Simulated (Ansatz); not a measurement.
The same path of FGaH₄O₂Se (9 atoms, charge 0, multiplicity 1) was run twice with different band settings. Lost on the way: H5–Se6. Made: F2–H5.

The calculation used RHF/def2-SVP (Ansatz).

Relaxed end points:

```xyz
9
Properties=species:S:1:pos:R:3
Ga -0.173 -0.344 -0.655
F 1.394 -1.097 -0.856
O -0.646 0.870 -1.854
O -1.404 -1.228 0.260
H 2.103 0.472 1.518
Se 0.805 1.127 1.564
H -0.016 1.138 -2.504
H -2.309 -1.113 0.017
H 0.245 0.174 2.509
```

```xyz
9
Properties=species:S:1:pos:R:3
Ga -0.398 0.180 -0.172
F 1.608 -1.026 -0.344
O -0.484 0.686 -1.865
O -1.415 -1.161 0.365
H 2.108 -0.746 0.364
Se 0.579 1.507 1.517
H -0.069 1.476 -2.169
H -1.888 -1.657 -0.284
H -0.042 0.741 2.588
```

Common settings: spring 5.0 eV/Å²; optimiser quadratic models (default); start path through a guess of the saddle point; force threshold 0.03 eV/Å; iteration limit 60; end points relaxed.

| run | movable images | climbing image |
| --- | --- | --- |
| 1 | 5 | yes |
| 2 | 8 | no |

(1) What does each run give, and how far can it be trusted?

Answers

(1) Run 1: converged after 12 iterations, highest image 0.901 eV above the first end. A vibrational analysis at the climbing image gives one clearly imaginary mode, 1444i cm⁻¹: a first-order saddle point.
Run 2: converged after 11 iterations, highest image 0.745 eV above the first end. No image climbed, so the highest image needn't sit at the top of the path.
The orbitals stay closed-shell, which can raise the energy where a bond breaks towards radicals; this wasn't checked here.
